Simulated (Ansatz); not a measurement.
Stepwise reaction of `C[O][In]([CH3])[O]C` with hydrogen chloride, as a gas-phase model of exchange steps in deposition or etching. ΔE in kJ/mol.

Calculated with Ansatz (gas phase, PBE0-D4/def2-TZVP geometries, no zero-point term in ΔE). CCSD(T)/CBS adds triple-zeta CCSD(T) − MP2 to the extrapolated MP2 energy (def2 sets, frozen cores). This one scheme is used for every species. DFT in def2-TZVPP. B3LYP here is the variant with VWN-RPA as its local correlation; programs differ in this. def2 core potentials past Kr. For In outer-core shells are correlated without core-valence functions, which leaves a few kJ/mol of doubt a bond. One conformer a species, not always the lowest.

```tsv
step	reaction	PBE-D4	B3LYP-D4	ωB97M-V	CCSD(T)/CBS
2	`C[O][In]([CH3])[Cl]` + HCl → `[CH3][In]([Cl])[Cl]` + CH₃OH	-85.3	-88.9	-92.0	-85.1
```

Give the row of step 1, `C[O][In]([CH3])[O]C` + HCl → `C[O][In]([CH3])[Cl]` + CH₃OH. (Estimate.)

The calculation gave: 
```json
{"step": "1", "reaction": "`C[O][In]([CH3])[O]C` + HCl → `C[O][In]([CH3])[Cl]` + CH₃OH", "PBE-D4": "-101.9", "B3LYP-D4": "-103.7", "ωB97M-V": "-107.4", "CCSD(T)/CBS": "-101.8"}
```

By hand: ΔE of the 2 steps together at CCSD(T)/CBS.

(-101.8) + (-85.1) = -186.9 kJ/mol, or -93.4 kJ/mol a step.

In ΔE each step is higher than the one before. All are downhill at CCSD(T)/CBS. PBE-D4 differs from CCSD(T)/CBS by -0.2 to -0.1 kJ/mol a step. Isolated molecules leave out the surface, adducts and barriers. Largest T1 diagnostic: 0.015.
